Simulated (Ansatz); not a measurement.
Cost and result for the atomization energy of C2H7Ga, SMILES `[CH3][GaH][CH3]` (10 atoms, 9 bonds).

Cartesian coordinates in Å:
```
C 1.079 -0.383 -1.289
Ga 0.514 0.082 0.541
C -1.398 0.331 0.953
H 0.989 -1.466 -1.426
H 2.117 -0.112 -1.487
H 0.438 0.088 -2.038
H 1.594 0.256 1.679
H -1.686 1.357 0.698
H -1.619 0.181 2.011
H -2.026 -0.335 0.358
```

The species carries charge 0 and has multiplicity 1. Correlated methods include outer-core shells of Ga, which these sets cover unevenly. Scalar relativity is left out up to krypton. The geometry is a stationary point of PBE0-D4/def2-TZVP. Program: Ansatz. All runs use 2 threads of a server CPU on a shared host. Times are those of one run each, without the atoms' runs, and a repeat can differ threefold. Electronic energies, without spin–orbit coupling; frozen cores. CCSD(T)/CBS adds CCSD(T) − MP2 in def2-TZVPP to the MP2 limit, and its time is that of the two runs behind it. T1 = 0.011. With those shells the extrapolation isn't a true limit. HSE06 is the plane-wave form, built on full-range PBE exchange.

CCSD(T)/CBS is a level of theory with its own doubt, some kJ/mol a heavy atom from the limit and from the frozen cores, so smaller differences don't rank the functionals.

```tsv
level	functions	wall time	atomization (kJ/mol)	difference from CCSD(T)/CBS	per bond
LDA (SPW92)/def2-TZVPP	208	0.95 s	3761.6	388.0	43.1
BLYP-D4/def2-TZVPP	208	1.5 s	3320.9	-52.7	-5.9
PBE0-D4/def2-TZVPP	208	1.9 s	3359.7	-13.9	-1.6
BHLYP-D4/def2-TZVPP	208	2 s	3301.5	-72.1	-8.0
CAM-B3LYP-D4/def2-TZVPP	208	2.5 s	3373.6	0.0	0.0
HSE06-D4/def2-TZVPP	208	2.6 s	3361.2	-12.4	-1.4
r2SCANh-D4/def2-TZVPP	208	2.8 s	3362.3	-11.3	-1.3
CCSD(T)/def2-SVP	95	3.6 s	3219.9	-153.7	-17.1
B97M-V/def2-TZVPP	208	5 s	3372.5	-1.1	-0.1
ωB97X-V/def2-TZVPP	208	6 s	3370.2	-3.4	-0.4
MP2/def2-QZVPP	413	17 s	3355.2	-18.4	-2.0
CCSD(T)/def2-TZVPP	208	32 s	3314.8	-58.8	-6.5
CCSD(T)/CBS(def2)	–	49 s	3373.6	0.0	0.0
```

Leaving LDA and LC-ωPBE aside and taking each functional with its dispersion term where it has one, the values, not all of them listed here, spread over 77.6 kJ/mol, from BHLYP-D4 to PBE-D4. LDA lies +397.2 kJ/mol from PBE without D4, its usual overbinding. At CCSD(T), def2-SVP lies −153.7 kJ/mol from the extrapolated value and def2-TZVPP −58.9 kJ/mol: correlation converges slowly with the basis, and small sets miss more of it in the bonded molecule than in its fragments. In def2-TZVPP, CCSD(T) changes the Hartree–Fock value by +755.8 kJ/mol (the triples alone add +32.5 kJ/mol) and MP2 by +761.9 kJ/mol; breaking electron pairs costs correlation energy, which Hartree–Fock lacks.
